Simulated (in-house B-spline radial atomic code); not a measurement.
Configurations of Sr3+, with energies counted from [Ar] 3d10 4s2 4p5. Computed with a radial B-spline atomic code at the basis-set limit: scalar-relativistic (X2C) r2SCAN0, spin-polarised, spherical fractional occupations, exact exchange averaged over the configuration, Fermi nucleus of rms radius 4.224 fm. Shells without spins written out take the highest spin.

Occupations are held fixed; configurations that lie above the ionisation limit could autoionise.

```tsv
configuration	E - E(ref) (eV)	highest orbital	its <r> (bohr)
[Ar] 3d10 4s1 4p6	20.272	4p down	1.5
[Ar] 3d10 4s2 4p4 4f1	42.031	4f up	3.917
[Ar] 3d10 4s1 4p5 4d1	44.485	4d up	1.96
[Ar] 3d9 4s2 4p5 5s1	147.53	5s up	2.994
[Ar] 3d9 4s2 4p5 4f1	161.25	4f up	3.889
```

**Question.** Order these further configurations by energy, lowest first.
A. [Ar] 3d10 4s2 4p4 4d1
B. [Ar] 3d10 4s2 4p4 5d1
C. [Ar] 3d10 4s1 4p5 4f1
D. [Ar] 3d10 4s2 4p4 5f1
E. [Ar] 3d9 4s2 4p5 5p1

**Answer.** A (24.505 eV), B (40.837 eV), D (47.015 eV), C (62.341 eV), E (152.74 eV).

**Question.** How far above the reference does [Ar] 3d10 4s2 4p4 5s1 lie?

**Answer.** 28.821 eV; its least bound orbital is 5s up with <r> = 3.047 bohr.
